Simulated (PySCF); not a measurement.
# Stretching KSr⁺

Set-up: basis K def2-SVP, Sr def2-SVP with ECP28; scalar-relativistic core potentials; PySCF 2.14. Energies in eV from K⁺ + Sr in their ground configurations at the same level. State: ¹Σ⁺ (singlet), closed shell.

```json
{"R (Å)": "3.690", "PBE0": "-0.4736"}
{"R (Å)": "3.862", "PBE0": "-0.5567"}
{"R (Å)": "4.034", "PBE0": "-0.6032"}
{"R (Å)": "4.162", "PBE0": "-0.6197"}
{"R (Å)": "4.291", "PBE0": "-0.6242"}
{"R (Å)": "4.420", "PBE0": "-0.6192"}
{"R (Å)": "4.591", "PBE0": "-0.6017"}
{"R (Å)": "4.806", "PBE0": "-0.5680"}
{"R (Å)": "5.063", "PBE0": "-0.5177"}
{"R (Å)": "5.407", "PBE0": "-0.4447"}
```

Put a parabola through the three lowest points of the PBE0 curve and estimate Re, k and ωe (reduced mass 27.0 u; 1 eV/Å² = 0.16022 mdyn/Å; ωe = 1302.8·√(k/μ) cm⁻¹).

Through R = 4.162, 4.291, 4.42 Å the second-order coefficient is 0.285 eV/Å², so Re ≈ 4.288 Å, k ≈ 0.0915 mdyn/Å and ωe ≈ 76 cm⁻¹. A polynomial fit of higher order to the unrounded PBE0 energies gives Re = 4.282 Å, k = 0.0923 mdyn/Å, ωe = 76.2 cm⁻¹; anharmonicity and rounding make the difference.

The higher-order fit for each curve: PBE0: Re = 4.282 Å, ωe = 76.2 cm⁻¹, De = 0.62 eV.

Closed-shell solutions of metal pairs were not tested for spin polarisation, which can lower them a little. For an ion De counts to the pair picked by the measured ionisation energies or electron affinities, which need not be the lowest pair at this level.
